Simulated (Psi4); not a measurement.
Pair of molecules, SMILES C#C with SMILES O=CO (the first has 4 atoms); geometry from B3LYP-D3(BJ)/def2-TZVP, rigid monomers moved along the line of their centres of mass till C2···H9 is 2.55 Å.
(charge 0, multiplicity 1):
```xyz
9

C      0.580     0.207    -0.088
C     -0.173    -0.554     0.450
H      1.243     0.874    -0.583
H     -0.831    -1.211     0.970
O     -1.033    -0.950     3.852
C     -0.342    -0.088     4.324
O      0.473     0.721     3.643
H     -0.294     0.149     5.395
H      0.419     0.499     2.690
```

All values below come from SAPT0/jun-cc-pV(D+d)Z (Psi4).

### Question
Which attractive term is largest, and how does the interaction split up?

### Answer
electrostatics -205.7, exchange 127.6, induction -50.1, dispersion -59.9, total -188.1 meV; the largest attraction is electrostatics.
